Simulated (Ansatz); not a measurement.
A structure relaxed at PBE-D4/def2-SVP in Ansatz, charge 0, singlet:

```xyz
29

Si    1.067   -2.598    0.315
Si   -2.369   -2.697    1.971
Si    2.558    0.736   -0.849
Si    0.638    3.970   -0.387
Si   -0.937    0.657    0.777
Si    0.571   -0.496   -0.617
Si   -2.901   -0.620    0.996
Si   -0.908   -3.860    0.536
Si   -1.373    2.756   -0.193
Si    2.088    2.814   -1.841
S     3.948   -0.321   -2.145
H     2.088   -3.317   -0.535
H     1.673   -2.371    1.677
H    -3.614   -3.507    2.238
H    -1.672   -2.455    3.286
H     3.853   -1.506   -1.473
H     3.126    0.967    0.532
H     0.381    5.368   -0.890
H     1.283    4.066    0.972
H    -0.291    0.841    2.130
H    -0.066   -0.676   -1.973
H    -3.462   -0.850   -0.384
H    -3.934    0.117    1.811
H    -1.551   -3.995   -0.821
H    -0.615   -5.242    1.065
H    -1.942    2.523   -1.570
H    -2.391    3.519    0.617
H     1.397    2.580   -3.158
H     3.354    3.596   -2.088
```

Q: Give its formula.

A: Si10H18S, a cluster cut from the lattice of silicon (1 of the caps SH).

Q: Summarise the bond lengths by kind (pairs closer than 1.2 times the sum of covalent radii, bridged metal pairs left out).

A: 11 × Si–Si 2.35 to 2.36 Å; 1 × S–Si 2.17 Å; 17 × H–Si 1.51 Å; 1 × H–S 1.37 Å.
